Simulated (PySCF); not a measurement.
CH8O2Si3, SMILES C[Si@H]1O[SiH2][Si@@H]1O. Geometry: PBE-D3(BJ)/def2-SVP. The structure was generated by enumeration; whether it is a known compound was not checked. The values are those of a single conformer.

Task: Give the equilibrium geometry at PBE-D3(BJ)/def2-SVP (PySCF confirms it by a frequency run) as a Z-matrix. (Estimate from the structure and the level; the computed values follow.)

Result: One answer among several that fit: 
```
Si
O 1 1.7202
Si 2 1.7151 1 110.01
H 3 1.5066 2 109.75 1 -132.91
H 3 1.5092 4 107.85 2 121.43
H 1 1.5103 2 110.23 3 -106.37
C 1 1.8805 6 109.49 2 121.55
H 7 1.1080 1 111.01 6 178.02
H 7 1.1094 8 108.55 1 121.34
H 7 1.1095 8 108.43 9 117.35
Si 3 2.3826 4 120.77 5 138.44
O 11 1.6907 3 125.09 4 -118.35
H 12 0.9735 11 114.14 3 -47.02
H 11 1.5047 12 104.51 13 179.90
```
Charge 0, spin multiplicity 1.
